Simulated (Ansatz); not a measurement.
C2H7GaSi can be A, `[SiH3]/C=[CH]\[GaH2]`, or B, `[SiH3][CH]1[CH2][GaH]1`.

Computed with Ansatz on PBE0-D4/def2-TZVP structures; ΔE is electronic, products minus reactants. CCSD(T)/CBS adds triple-zeta CCSD(T) − MP2 to the extrapolated MP2 energy (def2 sets, frozen cores). Functionals use def2-TZVPP. B3LYP here is the variant with VWN-RPA as its local correlation; programs differ in this. For Ga outer-core shells are correlated without core-valence functions, which leaves a few kJ/mol of doubt a bond. Scalar relativity is left out up to krypton.

Q: Which is lower in electronic energy at CCSD(T)/CBS, and by how much? (Best estimate.)

A: The calculation gave: A, by 4.6 kcal/mol.

Q: Give E(B) − E(A) in kcal/mol with CCSD(T)/def2-TZVPP, PBE-D4, MP2/def2-TZVPP, B2PLYP, PBE0-D4, B3LYP-D4, r2SCAN-D4. (An estimate is asked.)

A: Computed: CCSD(T)/def2-TZVPP 7.6, PBE-D4 -1.3, MP2/def2-TZVPP 7.8, B2PLYP 5.1, PBE0-D4 2.5, B3LYP-D4 2.5, r2SCAN-D4 3.2. The order is the other way round with PBE-D4.

Largest T1 diagnostic: 0.017.

In def2-TZVPP, CCSD(T) changes the Hartree–Fock value by −8.4 kcal/mol (the triples alone add −1.9 kcal/mol) and MP2 by −8.2 kcal/mol. From PBE to PBE0 (25 % exact exchange), in def2-TZVPP and without D4, E(B) − E(A) moves by +3.8 kcal/mol.
